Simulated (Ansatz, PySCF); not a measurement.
pentane (C5H12), SMILES CCCCC. Atoms are numbered in the order given.

```xyz
17

C      2.3725     0.5260     0.3226
C      0.9885    -0.0992     0.4918
C      0.0904     0.0899    -0.7338
C     -1.2863    -0.5773    -0.6320
C     -2.1886    -0.0048     0.4624
H      2.9066     0.0879    -0.5372
H      2.9992     0.3767     1.2161
H      2.2995     1.6120     0.1442
H      1.0920    -1.1802     0.6990
H      0.5010     0.3326     1.3827
H     -0.0420     1.1721    -0.9220
H      0.6156    -0.3068    -1.6213
H     -1.7976    -0.4829    -1.6057
H     -1.1507    -1.6619    -0.4672
H     -3.1825    -0.4798     0.4505
H     -1.7646    -0.1575     1.4675
H     -2.3362     1.0802     0.3277
```
Charge 0, spin multiplicity 1.

Coordinates come from a B3LYP-D3(BJ)/def2-SVP optimisation. One conformer was computed; it need not be the lowest.

Vertical ionisation energy (IE) and electron affinity (EA) in eV. Rows of orbital energies are one-electron estimates. Where ΔSCF, EOM or ADC give a negative EA the extra electron is unbound and the value depends on the basis.

| level | IE | EA |
|---|---|---|
| −ε(HOMO), −ε(LUMO), HF/def2-TZVP (PySCF) | [?] | [?] |
| −ε(HOMO), −ε(LUMO), PBE/def2-TZVP (PySCF) | 7.38 | -0.44 |
| ΔSCF, PBE0/def2-SVPD (Ansatz), final states of multiplicity 2 and 2 | 10.73 | -1.95 |
| ΔSCF, PBE/def2-SVPD (Ansatz), final states of multiplicity 2 and 2 | 10.22 | -1.72 |

Task: What belongs in the gaps? (The exact figures need the calculation; the answer reports its results.)

Result: 
- −ε(HOMO), −ε(LUMO), HF/def2-TZVP (PySCF), IE: 12.12
- −ε(HOMO), −ε(LUMO), HF/def2-TZVP (PySCF), EA: -3.75

Task: What vertical singlet–triplet gap does ΔSCF give with PBE0/def2-SVPD (Ansatz, a quantum-chemistry and plane-wave program) and with PBE/def2-SVPD (Ansatz)? (Estimate from the structure and the level; the computed values follow.)

Result: 8.41 and 7.68 eV (triplet above singlet where positive).
